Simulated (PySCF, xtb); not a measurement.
5,5-difluorooxolan-3-one (C4H4F2O2), SMILES O=C1COC(F)(F)C1. Other conformers were not sampled.

Harmonic wavenumbers (cm⁻¹) from xtb 6.7.1 with GFN2-xTB at its own minimum, in rising order: 23, 91, 327, 369, 409, 443, 469, 541, 592, 653, 754, 852, 869, 900, 1012, 1041, 1084, 1108, 1127, 1136, 1166, 1244, 1255, 1383, 1417, 1829, 2920, 2949, 2997, 3007.

**Question.** What does PySCF with r2SCAN-D4/def2-SVP give at its own minimum? (The exact figures need the calculation; the answer reports its results.)

**Answer.** 78, 130, 325, 386, 447, 459, 507, 570, 626, 685, 774, 816, 868, 944, 1063, 1108, 1110, 1162, 1206, 1222, 1251, 1326, 1339, 1401, 1449, 1882, 3034, 3076, 3118, 3169. Paired by order, the mean absolute difference is 55 cm⁻¹ and the zero-point energies are 48.6 and 50.8 kcal/mol.
